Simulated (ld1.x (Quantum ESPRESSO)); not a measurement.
**As (Z = 33): excitation energies, all-electron against TM**

- Element: arsenic
- Generator: ld1.x (Quantum ESPRESSO) 7.5
- Type: norm-conserving Troullier–Martins (Kleinman–Bylander form)
- Functional: PBE
- Relativity: scalar-relativistic
- Frozen core: [Ar] 3d10
- Valence charge: 5
- Reference configuration: 4s2 4p3
- Partial waves: 4p (bound): rc 2.20 bohr; 4s (bound): rc 1.55 bohr
- Local potential: the s channel
- Core correction: none

Energies are relative to the spin-unpolarised reference configuration 4s2 4p3; without spin polarisation the order of configurations can differ from experiment.

```tsv
valence configuration	charge	ΔE all-electron (eV)	error AE − PS (meV)
4s2 4p2	+1	9.149	-5.2
4s2 4p1	+2	27.067	-26
4s2 4p0	+3	54.770	-51
4s2 4p2.5	+0.5	3.555	-1.3
4s1 4p3	+1	19.256	+2.2
4s1 4p0	+4	105.417	+90
4s0 4p5	0	19.056	+27
```
